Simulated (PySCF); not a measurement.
## What settings do to a single point of OsO3(OH)2

The sound run of OsO3(OH)2 (singlet) uses PySCF 2.14.0, RKS r2SCAN, Os def2-SVP with ECP60, O def2-SVP, H def2-SVP; non-relativistic Hamiltonian with scalar-relativistic core potentials where named; density fitting; no spin-orbit coupling, grid (50, 194), threshold 1e-8 Eh and 55 cycles, at the relaxed geometry:

```xyz
8

Os   -0.0373   -0.0373    0.1017
O     0.0327    0.0327    1.7999
O     1.5738   -0.3084   -0.4359
O    -0.3084    1.5738   -0.4359
O    -1.9222   -0.2969   -0.3270
H    -2.3361    0.5759   -0.4378
O    -0.2969   -1.9222   -0.3270
H     0.5759   -2.3361   -0.4378
```

There Os1 has a Mulliken charge of 1.29 e and the dipole about the centre of mass is 0.58 D. Each run below changes one thing and starts from free metal ions and neutral atoms unless it says otherwise; with 55 cycles, smearing, a level shift and second-order steps follow where DIIS fails, and their cycles count. Energy shifts count from the sound run.

```tsv
change	outcome	cycles	energy shift (eV)	largest force component (eV/Å)	charge on Os1 (e)	dipole about the centre of mass (D)
threshold 0.0001	converged	9	0.0000	0.01	1.29	0.59
```

**Question.** One further run converged with energy shift (eV) 1.24, largest force component (eV/Å) 2.50, charge on Os1 (e) 1.28, dipole about the centre of mass (D) 0.52. Which change was it?
A. grid (15, 26)
B. O2 put 1.1 Å from Os1, limit 60 cycles
C. start from a density of up to 30 smeared cycles (not counted)

**Answer.** A.

**Question.** And the other changes listed?

**Answer.** 
```tsv
change	outcome	cycles	energy shift (eV)	largest force component (eV/Å)	charge on Os1 (e)	dipole about the centre of mass (D)
O2 put 1.1 Å from Os1, limit 60 cycles	converged	10	33.99	194.62	1.29	4.00
start from a density of up to 30 smeared cycles (not counted)	converged	10	0.0000	0.01	1.29	0.58
```

Unsound on purpose, so not properties of the compound: O2 put 1.1 Å from Os1, limit 60 cycles; grid (15, 26).

Forces carry noise of the integration grid, about 0.01 to 0.03 eV/Å.

No frequency check is given that shows the relaxed geometry to be a minimum.
